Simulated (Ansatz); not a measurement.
Job for Ansatz (a quantum-chemistry and plane-wave program): U-CCSD(T)/def2-TZVPPD on BeBrI (SMILES [Br][Be][I]), a point of a bond scan (R = 4.980 Å). Elements past Kr take the def2 small-core potentials; no spin–orbit coupling. Files ending in .json are basis or fitting sets from the Basis Set Exchange. The run froze 24 orbitals, filled d shells among them.

Ansatz 0.2 input:
```yaml
crystal:
  periodic: [false, false, false]
  atoms:
    - {symbol: Be, position_ang: [-0.00000000, -0.00000000, -0.50333561]}
    - {symbol: Br, position_ang: [-0.00000000, -0.00000000, -2.45917122]}
    - {symbol: I, position_ang: [0.00000000, 0.00000000, 4.47686405]}
basis:
  gaussian:
    orbitals: def2-TZVPPD.json
correlation: {method: ccsd_t, electrons: outside_noble_gas}
scf: {omitted_lower_state_checks: [cluster_reference]}
magnetization: {spin_polarized: true, initial_magnetization: 0}
```

Program output:

```
WARN ansatz: RAYON_NUM_THREADS=1 ignored (pool sized by the plan → 1); use --threads N
Functional definition: HF
these checks for a lower state are left out or cut short: cluster_reference
integrals: 0.43 GiB planned
1066 factors; integrals over basis functions are off by at most 1.1e-3 eV
mean field: 0.69 GiB planned
mean field evaluation 1: about -78465.6520 eV, gradient 1.4e1 eV
mean field evaluation 2: about -78465.6532 eV, gradient 1.4e1 eV
mean field evaluation 4: about -78467.9685 eV, gradient 4.2e0 eV
mean field evaluation 8: about -78468.2923 eV, gradient 1.4e-1 eV
mean field evaluation 16: about -78468.2924 eV, gradient 8.6e-4 eV
mean field evaluation 32: about -78470.3834 eV, gradient 3.3e0 eV
mean field evaluation 64: about -78470.5554 eV, gradient 1.2e-2 eV
mean field evaluation 96: about -78470.5732 eV, gradient 4.5e-2 eV
mean field evaluation 128: about -78470.5546 eV, gradient 3.4e-1 eV
mean field -78470.58544049 eV, -2883.7408256649 hartree, gradient 2.8e-6 eV, S^2 1.004061; 13 other end points of the search recorded, 0 dependent functions left out
24 core orbitals not correlated
reference -78470.58544049 eV, -2883.7408256649 hartree; 8, 8 occupied and 106, 106 virtual orbitals, 1066 factors
second order -7.96730701 eV of doubles, -0.00000000 eV of singles
coupled cluster: 0.78 GiB planned
cycle   1  -8.67845598 eV  change   -7.1e-1 eV  update   6.3e-2
cycle   2  -8.90754920 eV  change   -2.3e-1 eV  update   2.2e-2
cycle   3  -8.93188189 eV  change   -2.4e-2 eV  update   9.8e-3
cycle   4  -8.92841430 eV  change    3.5e-3 eV  update   4.4e-3
cycle   5  -8.92809732 eV  change    3.2e-4 eV  update   2.1e-3
cycle   6  -8.92828896 eV  change   -1.9e-4 eV  update   1.2e-3
cycle   7  -8.92856563 eV  change   -2.8e-4 eV  update   8.0e-4
cycle   8  -8.92865117 eV  change   -8.6e-5 eV  update   5.4e-4
cycle   9  -8.92856719 eV  change    8.4e-5 eV  update   4.1e-4
cycle  10  -8.92863809 eV  change   -7.1e-5 eV  update   3.0e-4
cycle  11  -8.92875836 eV  change   -1.2e-4 eV  update   1.8e-4
cycle  12  -8.92872550 eV  change    3.3e-5 eV  update   7.8e-5
cycle  13  -8.92871022 eV  change    1.5e-5 eV  update   3.5e-5
cycle  14  -8.92869322 eV  change    1.7e-5 eV  update   1.4e-5
coupled cluster: 0.78 GiB planned
perturbative correction -0.33224069 eV, -0.0122096200 hartree
WARN: the results are in doubt because among natural orbitals the method converges to other amplitudes
Total energy: -78479.84637440 eV, -2884.0811587088 hartree
In doubt: among natural orbitals the method converges to other amplitudes
Checks for a lower state left out: cluster_reference
```

The calculation finished and met its thresholds. Its determinant has ⟨S²⟩ = 1.00, a mixture of spin states.

Warnings raised: other amplitudes.

Cost: around 40 core-seconds (rough).
